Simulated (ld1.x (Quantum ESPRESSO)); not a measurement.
What one change does to a pseudopotential (Ru (Z = 44), TM)

- Element: Ru
- Generator: ld1.x (Quantum ESPRESSO) 7.5
- Type: norm-conserving Troullier–Martins (Kleinman–Bylander form)
- Functional: PBE
- Relativity: scalar-relativistic
- Frozen core: [Ar] 3d10
- Valence charge: 16
- Reference configuration: 4s2 4p6 4d7 5s0 5p0 (charge +1)
- Partial waves: 4s (bound): rc 1.10 bohr; 4p (bound): rc 1.65 bohr; 4d (bound): rc 1.30 bohr
- Local potential: all-electron potential smoothed inside 0.90 bohr (lloc = -2)
- Core correction: none

All-electron outer shells of the reference configuration (PBE, scalar-relativistic, ld1.x):

```tsv
shell	level (eV)	outermost node (bohr)	outermost maximum (bohr)
3d	-280.42	–	0.30
4s	-83.77	0.48	0.92
4p	-53.85	0.49	0.98
4d	-12.54	0.48	1.21
5s	-10.50	1.23	2.59
5p	-6.12	1.40	3.33
```

Change: all radii scaled by about 0.75 (s 0.82, p 1.24, d 0.98 bohr); local potential all-electron potential smoothed inside 0.68 bohr (lloc = -2).

Cutoffs: the cutoffs (Ry, on a coarse ladder) from which the occupation-weighted sum of valence levels, in a spherical-Bessel basis at the reference potential, stays within 10 and 1 mRy of its value at 400 Ry; they do not see the model core or the augmentation charge, which bear on the density cutoff. Errors are all-electron minus pseudo energies relative to the spin-unpolarised reference configuration.

How do hardness, ghosts and transferability respond?

A bound ghost appears in s, which as a rule spoils a file; the number of tests that count goes from 7 to 3; of the 3 tests that both files solve, the error grows in 3 and shrinks in 0 by more than 15 % and 0.3 meV (median size 1.5 → 4.0 meV). That the errors move this way runs against the usual rule that smaller radii transfer better.

```tsv
quantity	base	changed
cutoff, loose	110 Ry	230 Ry
cutoff, tight	200 Ry	over 300 Ry
loose cutoff by channel (10 mRy a level)	s 100 Ry, p 25 Ry, d 45 Ry	s 200 Ry, p 55 Ry, d 120 Ry
bound ghosts	none	s
tests counted (converged, no solver errors)	7 of 7	3 of 7
error for 4s2 4p6 4d6 5s0 5p0, meV [ΔE 18.19 eV]	+1.5	+4.0
error for 4s2 4p6 4d5 5s0 5p0, meV [ΔE 48.81 eV]	+10	+16
error for 4s2 4p6 4d8 5s0 5p0, meV [ΔE -7.62 eV]	-0.1	-0.9
```

Changed file: Tests not counted: 4s2 4p6 4d7 5s1 5p0 (solver errors, printed error -3.1 eV); 4s1 4p6 4d7 5s1 5p0 (solver errors, printed error -3.6 eV); 4s2 4p6 4d6 5s1 5p0 (solver errors, printed error -3.6 eV); 4s2 4p6 4d7.5 5s0.5 5p0 (solver errors, printed error -721 meV). A true bound ghost makes a file unfit for plane-wave use even where its test errors are small: the radial tests pick states by their node count and pass the ghost by. Where a test does run into it, the solver fails or the error is huge.
